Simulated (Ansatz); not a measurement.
[V(H2S)(H2O)5]2+ (VSO₅H₁₂²⁺). The state is a doublet with charge 2. Geometry r2SCAN-D4/def2-SVP; atoms count from 1.

```xyz
19

V     0.0061   -0.0326    0.0072
S     2.2658    1.0071    0.5382
H     2.7445    1.7250   -0.5079
H     2.1582    2.0812    1.3589
O    -1.8144   -1.0488   -0.3793
H    -2.5284   -1.2156    0.2569
H    -2.0506   -1.5165   -1.1964
O    -0.9727    1.7185   -0.6764
H    -0.6470    2.6283   -0.7615
H    -1.8927    1.7285   -0.9871
O     0.8664   -1.8565    0.6673
H     1.7721   -1.9989    0.9885
H     0.4239   -2.7199    0.7041
O    -0.7485    0.3070    1.9603
H    -0.5168   -0.1989    2.7557
H    -1.2043    1.1059    2.2701
O     0.5487   -0.5186   -1.9847
H     1.1337   -1.2467   -2.2493
H     0.4557    0.0514   -2.7647
```

The charge 2 doublet is spin-contaminated (final ⟨S²⟩ up to 1.75, 0.75 for a pure state). At PBE0-D4/def2-TZVP a quartet of charge 2 lies 0.97 eV below the doublet, each at its own geometry.

**Question.** Estimate the Mulliken populations from the PBE0/def2-TZVP orbitals of Ansatz.

**Answer.** 
```csv
atom,charge (e),spin (α − β),d electrons
V1,0.86,1.05,3.58
S2,-0.22,-0.01,–
H3,0.24,0.00,–
H4,0.24,0.00,–
O5,-0.63,0.00,–
H6,0.40,0.00,–
H7,0.40,0.00,–
O8,-0.63,-0.01,–
H9,0.40,0.00,–
H10,0.40,0.00,–
O11,-0.63,-0.01,–
H12,0.40,0.00,–
H13,0.40,0.00,–
O14,-0.62,-0.02,–
H15,0.40,0.00,–
H16,0.40,0.00,–
O17,-0.62,-0.02,–
H18,0.40,0.00,–
H19,0.40,0.00,–
```
Mulliken values depend strongly on the basis.

**Question.** Where does the spin sit?

**Answer.** Summed by element: V 1.05, S -0.01, H 0.01, O -0.05, of 1 unpaired in all. Largest on single atoms: V1 1.05, O14 -0.02, O17 -0.02.

**Question.** And the Mayer bond orders between heavy atoms (over 0.3)?

**Answer.** V1–S2 0.55 (2.54 Å).
